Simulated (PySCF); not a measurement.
Assignment exercise: C$_{4}$H$_{5}$B

Bonds (- single, = double, # triple, : aromatic): C1#C2 1.220 Å, C2-B3 1.522 Å, B3-C4 1.548 Å, C4=C5 1.346 Å. C1 carries H6; B3 carries H7; C4 carries H8; C5 carries H9, H10. H9 is cis to B3; H10 is trans to B3.

Theoretical values (PySCF): spin–spin couplings from B3LYP/pcJ-1 (spin–dipole term only in couplings to heteroatoms), σ from GIAO-PBE/pcSseg-2, PBE0-D3(BJ)/def2-SVP structure. Isolated molecule, relativity neglected, single conformer.

Shifts are taken against calculated references (same method and geometry level): 13C (σ = 179.39 ppm) and 1H (σ = 31.18 ppm) against TMS.

Question: Assign these signals to the numbered atoms. 13C{1H} NMR (computed): δ 160.0, 155.7, 127.9, 104.2.

Answer: 
| δ (ppm) | atoms | environment | reason |
| --- | --- | --- | --- |
| 160.0 | C5 | terminal =CH2 carbon | as expected for a trigonal carbon in a double bond |
| 155.7 | C4 | alkene CH | the olefinic region |
| 127.9 | C1 | terminal alkyne carbon | – |
| 104.2 | C2 | alkyne carbon | sp carbons lie upfield of alkene carbons because the cylindrical π system leaves one tensor component strongly shielded |

Question: Assign these signals to the numbered atoms. 1H NMR (400 MHz, computed): δ 7.45 (m, 1H), 7.21 (m, 1H), 6.77 (m, 1H), 6.15 (br, 1H), 4.45 (s, 1H).

Answer: 
| δ (ppm) | atoms | environment | reason |
| --- | --- | --- | --- |
| 7.45 | H8 | hydrogen on an alkene CH | olefinic region |
| 7.21 | H9 | hydrogen on a terminal =CH2 carbon | a vinylic proton, deshielded by the sp2 carbon and the C=C anisotropy |
| 6.77 | H10 | hydrogen on a terminal =CH2 carbon | – |
| 6.15 | H7 | hydrogen on a boron bonded to 2 C | – |
| 4.45 | H6 | hydrogen on a terminal alkyne carbon | – |

Hydrogens on boron are broadened and split by 11B (spin 3/2, 80 %) and 10B (spin 3). A carbon bonded to boron is broadened by the quadrupolar boron nucleus and is often missing from a measured spectrum. Multiplet labels drop couplings under 1 Hz and merge nearly equal ones. Unscaled 3J(H,H) at this level run about 10 % above measured values. Shifts are as computed, not scaled to solution data. Of 1211 compounds with measured shifts, 218 miss one by over three times the rms of a fit or turn the order of signals round; such compounds aren't used in these exercises. 3J across rotatable bonds or in flexible rings reflects this conformer alone.
